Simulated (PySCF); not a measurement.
Pb³⁺: ionisation energy

Pb³⁺ [Xe] 4f14 5d10 6s1 [6s1/2^1, M_J = 1/2] → Pb⁴⁺ [Xe] 4f14 5d10, as a difference of total energies. All numbers are calculated (PySCF 2.14, the two-component X2C-1e Hamiltonian, in x2c-SVPall-2c (7s11p7d2f, 89 functions)). Correlated levels: [Kr] 4d10 4f14 frozen; the 22 highest virtual spinors dropped. "Screened" scales the spin-orbit matrix elements by Boettger's factors to mimic the two-electron term; Breit and QED terms are absent.

| method | ionisation energy (eV) | error (eV) |
| --- | --- | --- |
| GHF (spin-free) | 40.689 | -1.644 |
| GMP2 (spin-free) | 41.906 | -0.427 |
| GHF (screened spin-orbit) | 40.704 | -1.629 |
| GMP2 (screened spin-orbit) | 41.929 | -0.404 |

Reference: 42.333 eV (measured; NIST Atomic Spectra Database, ionization energies).

Errors of the correlated levels include the incompleteness of this basis and the frozen core.
